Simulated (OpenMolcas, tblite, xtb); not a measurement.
## CH4OSn (SMILES [CH3][Sn][OH]): the dipole moment, rung by rung

CH4OSn has 7 atoms, charge 0, and is taken as a singlet. SMILES: `[CH3][Sn][OH]`. Geometry: a GFN2-xTB relaxation, a rough one for these elements and not checked as a minimum. This is one conformer, not always the lowest.

```xyz
7

C    -0.8479    0.5066   -0.2767
Sn    1.2698    0.1377   -1.0445
O     1.8891   -1.0353    0.4891
H    -1.5107   -0.3016   -0.5979
H    -1.2887    1.4390   -0.6329
H    -0.8735    0.5269    0.8147
H     1.3619   -1.2733    1.2481
```

Each level gives the dipole moment (D). The values are calculated.

```
                           level            kind     program  value (D)
                        GFN2-xTB  semi-empirical      tblite       2.47
                        GFN1-xTB  semi-empirical      tblite       2.99
                        GFN0-xTB  semi-empirical         xtb       1.72
                       IPEA1-xTB  semi-empirical      tblite       2.31
                       HF/STO-3G    Hartree–Fock  OpenMolcas       0.86
                        HF/3-21G    Hartree–Fock  OpenMolcas       1.84
    HF/def2-SVP (core potential)    Hartree–Fock  OpenMolcas       1.87
SVWN5/def2-SVPD (core potential)             LDA  OpenMolcas       1.60
  PBE0/def2-SVP (core potential)   global hybrid  OpenMolcas       1.48
B3LYP/def2-SVPD (core potential)   global hybrid  OpenMolcas       1.69
```

All-electron rows without a relativistic Hamiltonian named are non-relativistic, while core potentials hold scalar relativity, so basis and relativity change together. The values span 0.86 to 2.99 D. Magnitudes only: a small dipole may point the other way at some levels. Sets without polarisation functions give poor dipoles. Without the sets that lack polarisation functions the rows with a basis span only 1.48 to 1.87 D.
